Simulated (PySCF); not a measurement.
**`C#Cc1c(C)cccc1CC`: 4 charge schemes on one density**

C11H12.
Cartesian coordinates in Å at the GFN2-xTB level; atoms count from 1:
```
atom  x, y, z in Å
C1    -0.393    2.913   -0.239
C2    -0.416    1.721   -0.092
C3    -0.459    0.313    0.059
C4    -1.604   -0.382   -0.355
C5    -2.765    0.370   -0.929
C6    -1.631   -1.760   -0.225
C7    -0.552   -2.443    0.309
C8     0.570   -1.748    0.725
C9     0.633   -0.368    0.610
C10    1.870    0.375    1.026
C11    2.821    0.543   -0.161
H12   -0.367    3.954   -0.363
H13   -2.462    0.911   -1.825
H14   -3.577   -0.307   -1.185
H15   -3.131    1.106   -0.213
H16   -2.507   -2.307   -0.546
H17   -0.586   -3.519    0.401
H18    1.408   -2.282    1.149
H19    2.378   -0.177    1.819
H20    1.600    1.361    1.409
H21    2.339    1.117   -0.948
H22    3.724    1.064    0.147
H23    3.100   -0.429   -0.562
```

Density: PBE0/pcSseg-1 (PySCF); schemes: Mulliken, IAO, Hirshfeld and ESP-fitted. Geometry: GFN2-xTB, one conformer, isolated molecule.

Q: For which atoms does the sign change between the 4 schemes (beyond +0.03 e in one, beyond −0.03 e in another)?

A: C3, C4, C9 and C10.

Q: At which atom do the 4 schemes differ most?

A: At C4: from -0.327 (Mulliken) to +0.267 e (ESP-fitted), 0.594 e apart.

Q: Tabulate the Mulliken, IAO, Hirshfeld and ESP-fitted charges.

A: In e:

| atom | environment | Mulliken | IAO | Hirshfeld | ESP-fitted |
| --- | --- | --- | --- | --- | --- |
| C1 | terminal alkyne carbon | -0.420 | -0.247 | -0.102 | -0.387 |
| C2 | alkyne carbon | +0.345 | -0.027 | -0.026 | -0.010 |
| C3 | substituted aromatic carbon | -0.033 | -0.045 | -0.004 | +0.032 |
| C4 | substituted aromatic carbon | -0.327 | +0.035 | +0.018 | +0.267 |
| C5 | benzylic-type carbon | -0.092 | -0.426 | -0.119 | -0.588 |
| C6 | aromatic CH carbon | -0.042 | -0.168 | -0.059 | -0.254 |
| C7 | aromatic CH carbon | -0.031 | -0.140 | -0.046 | -0.186 |
| C8 | aromatic CH carbon | -0.044 | -0.168 | -0.057 | -0.157 |
| C9 | substituted aromatic carbon | -0.253 | +0.031 | +0.019 | -0.130 |
| C10 | benzylic-type carbon | -0.106 | -0.258 | -0.068 | +0.151 |
| C11 | methyl carbon | -0.260 | -0.411 | -0.117 | -0.184 |
| H12 | alkyne hydrogen | +0.040 | +0.202 | +0.092 | +0.287 |
| H13 | methyl hydrogen | +0.140 | +0.159 | +0.044 | +0.175 |
| H14 | methyl hydrogen | +0.113 | +0.145 | +0.046 | +0.163 |
| H15 | methyl hydrogen | +0.141 | +0.159 | +0.044 | +0.169 |
| H16 | aromatic hydrogen | +0.070 | +0.148 | +0.048 | +0.163 |
| H17 | aromatic hydrogen | +0.088 | +0.154 | +0.051 | +0.161 |
| H18 | aromatic hydrogen | +0.061 | +0.147 | +0.048 | +0.153 |
| H19 | methylene hydrogen | +0.119 | +0.138 | +0.041 | +0.004 |
| H20 | methylene hydrogen | +0.140 | +0.149 | +0.036 | +0.013 |
| H21 | methyl hydrogen | +0.128 | +0.146 | +0.034 | +0.061 |
| H22 | methyl hydrogen | +0.113 | +0.140 | +0.041 | +0.040 |
| H23 | methyl hydrogen | +0.111 | +0.139 | +0.036 | +0.056 |

Mean size of the charges over all atoms: ESP-fitted 0.165 e, IAO 0.164 e, Mulliken 0.140 e, Hirshfeld 0.052 e. Each set sums to the total charge, 0, to within 0.001 e. The Mulliken scheme gives each basis function's population to the atom it is centred on and halves the overlap population of two atoms between them.

Q: How many electrons does the Mulliken scheme count on C2?

A: Z − q = 6 − (+0.345) = 5.655.

Q: Sum the charges by element.

A: 
```csv
element,atoms,Mulliken,IAO,Hirshfeld,ESP-fitted
C,11,-1.263,-1.824,-0.560,-1.446
H,12,+1.263,+1.824,+0.560,+1.446
```

Q: How closely do the schemes follow one another over all atoms?

A: Correlation coefficient and root-mean-square difference: IAO with Hirshfeld 0.98, 0.133 e; Hirshfeld with ESP-fitted 0.81, 0.166 e; IAO with ESP-fitted 0.77, 0.136 e; Mulliken with IAO 0.59, 0.165 e; Mulliken with Hirshfeld 0.55, 0.151 e; Mulliken with ESP-fitted 0.41, 0.212 e.
